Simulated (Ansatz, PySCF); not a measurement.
Noncovalent pair: C2H4 (SMILES C=C) (first 6 atoms) with CHN (SMILES C#N); geometry from B3LYP-D3(BJ)/def2-TZVP, rigid monomers moved along the line of their centres of mass till C2···H9 is 2.40 Å.
(charge 0, multiplicity 1):
```xyz
9

C     -0.0870     0.6368     0.2230
C     -0.2279    -0.6784     0.1258
H      0.8824     1.1136     0.1394
H     -0.9366     1.2908     0.3792
H     -1.1986    -1.1542     0.1987
H      0.6205    -1.3315    -0.0411
C      0.2516    -0.3132     3.5107
N      0.3903    -0.4133     4.6445
H      0.1222    -0.2197     2.4508
```

Counterpoise-corrected where a basis set is named; no monomer relaxation. Rows marked so take none.

Correlated levels freeze the cores. Rows in 6-31G* carry no dispersion term and start afresh at each structure (6-31G* with six Cartesian d functions). MP2/6-31G* freezes PySCF's default core.

Run with Ansatz (a quantum-chemistry and plane-wave program) with Gaussian orbitals; PySCF for 6-31G* rows. Each number belongs to the level named beside it.

Problem. Give the interaction energy at the level HF/6-31G*.

Solution. -0.2 kcal/mol

Problem. Predict the interaction energy from MP2/aug-cc-pVDZ.

Solution. -1.3 kcal/mol

Problem. Give the interaction energy at the level MP2/6-31G* (no counterpoise).

Solution. -2.6 kcal/mol
